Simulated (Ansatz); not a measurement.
Species: sum formula VO₂F (charge -1, doublet). The spin state was set by rule; other spins were not relaxed. SMILES of the parent species: [O]=[V](=[O])[F]
Structure (B3LYP-D3(BJ)/def2-TZVP (Ansatz, a first-principles code) minimum search):
```xyz
4

V     -0.0518     0.0109    -0.0313
O     -1.2387    -1.1201    -0.1289
O     -0.2971     1.4423    -0.7982
F      1.4976    -0.3142     0.9040
```
Charge -1, spin multiplicity 2.

Parts of the frozen-core correlation energy in STO-3G (Ansatz, hartree). Frozen orbitals: 12; correlated occupied orbitals by spin: 13 and 12; virtual: 8 and 9. Open shells are spin-unrestricted. Spin-orbit coupling is left out. Non-relativistic. The program attaches cautions to this run: large difference.

```json
[
 {"term": "reference (HF)", "value": "-1178.85352"},
 {"term": "MP2 opposite-spin", "value": "?"},
 {"term": "MP2 same-spin", "value": "?"},
 {"term": "CCSD correlation", "value": "?"},
 {"term": "(T)", "value": "-0.02983"},
 {"term": "T1 diagnostic", "value": "0.064"},
 {"term": "largest doubles amplitude", "value": "0.109"},
 {"term": "<S^2> of the reference", "value": "1.394"}
]
```

Complete the blanks.


- MP2 opposite-spin, value: -0.15313
- MP2 same-spin, value: -0.08394
- CCSD correlation, value: -0.27264
